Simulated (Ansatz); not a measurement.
LaCl₃, relaxed as a singlet with RKS PBE0-D4/def2-SVP in Ansatz, starting from the GFN1-xTB geometry. Force threshold 0.02 eV/Å.

In the def2 sets La takes a core potential; there is no spin–orbit coupling. No other spin state of charge 0 was run. The structure comes from a short search, and lower isomers may exist.

Start:

```
atom   x (Å)   y (Å)   z (Å)
 La1   0.601   1.766  -0.537
 Cl2  -0.109  -2.504   1.609
 Cl3  -0.902   1.216  -1.915
 Cl4   0.410  -0.478   0.843
```

Task: Estimate the energy that the relaxation releases and the steps that it takes.

Result: 830.4 kJ/mol, in 20 steps; 29 s on 4 threads of Arm Neoverse V2 on a shared host. The force fell under the threshold at step 18, but the optimiser went on. No frequencies were taken in this run, so the end may be a saddle point.

Task: Does the start keep its bonding and symmetry?

Result: Bonds lost: Cl2–Cl4 (atoms count from 1). Bonds formed: La1–Cl2 (atoms count from 1). The end is the same structure that another start reached, the lowest one found. Point group Cs at the start, C3v at the end, both within 0.05 Å.

Task: Predict the relaxed structure.

Result: 
Cartesian coordinates in Å:
```
La 0.265 0.046 -0.067
Cl 0.355 -2.552 0.010
Cl -0.842 1.170 -2.135
Cl 0.222 1.335 2.192
```
Bond lengths: 3 × Cl–La 2.60 Å.
